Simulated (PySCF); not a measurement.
A mixed set of molecules. The calculation used TDDFT CAM-B3LYP/def2-SVPD, vertical, gas phase, core orbitals frozen in the response (PySCF 2.14.0, density-fitted response routines). Geometries: PBE0-D3(BJ)/def2-SVP; one conformer of each isolated species. Triplets are in the Tamm–Dancoff approximation. Relativistic effects are left out although some hold elements past zinc. Ions are computed without counter-ions or solvent.

Task: Rank by computed lowest singlet excitation energy, highest first.
A. `FCC(=S)CF`
B. `C(C)P(C=C)N([SiH3])[SiH3]`
C. `C1C(=CC=C(CC=1)C=C)Cl`
D. `C=C(C)Br`
E. `C[NH3+]`
F. `C=C(Cl)O[C@H](F)CF`

Result: E (10.63 eV), F (6.50 eV), D (5.78 eV), B (5.29 eV), C (3.96 eV), A (2.43 eV).

| SMILES | S1 (eV) | LUMO (eV) | T1 (eV) | f (S1) | first f ≥ 0.01 (nm) | S1 mainly |
| --- | --- | --- | --- | --- | --- | --- |
| C[NH3+] | 10.63 | -4.60 | 10.32 | 0.006 | 100 | H-1/H→L (≥97%) |
| C=C(Cl)O[C@H](F)CF | 6.50 | 0.79 | – | 0.019 | 191 | H→L+1 (48%) |
| C=C(C)Br | 5.78 | 0.86 | 4.12 | 0.000 | 190 | H→L+1 (83%) |
| C=CP(CC)N([SiH3])[SiH3] | 5.29 | 0.40 | 3.86 | 0.179 | 234 | H→L (93%) |
| C=CC1=CC=C(Cl)C=CC1 | 3.96 | -0.80 | 2.41 | 0.310 | 313 | H→L (94%) |
| FCC(=S)CF | 2.43 | -1.77 | 1.95 | 0.000 | 218 | H→L (99%) |

H and L stand for HOMO and LUMO; a dash means that no computed state gives the value. A slash joins orbitals within 0.01 eV of each other, whose weights are summed (≥ marks a lower bound).

- `C[NH3+]`: Löwdin shares by element: HOMO (one of a set within 0.03 eV) carbon 46%, hydrogen 35% or more, nitrogen 10%; LUMO hydrogen 49% or more, nitrogen 23% (atoms not listed hold the other 27%).
- `C=C(Cl)O[C@H](F)CF`: Löwdin shares by element: HOMO carbon 61% or more, chlorine 20%, oxygen 11%; LUMO carbon 60% or more, chlorine 14%, oxygen 8% (atoms not listed hold the other 18%).
- `C=C(C)Br`: Löwdin shares by element: HOMO carbon 52% or more, bromine 39%; LUMO carbon 62% or more, bromine 14%, hydrogen 7% or more (atoms not listed hold the other 18%).
- `C=CP(CC)N([SiH3])[SiH3]`: Löwdin shares by element: HOMO phosphorus 47%, carbon 23% or more, nitrogen 10% (atoms not listed hold the other 21%); LUMO carbon 44% or more, phosphorus 11%, silicon 6% or more (atoms not listed hold the other 39%).
- `C=CC1=CC=C(Cl)C=CC1`: Löwdin shares by element: HOMO carbon 53% or more (atoms not listed hold the other 47%); LUMO carbon 52% or more (atoms not listed hold the other 48%).
- `FCC(=S)CF`: S1 has the pattern of n→π* at C=S.
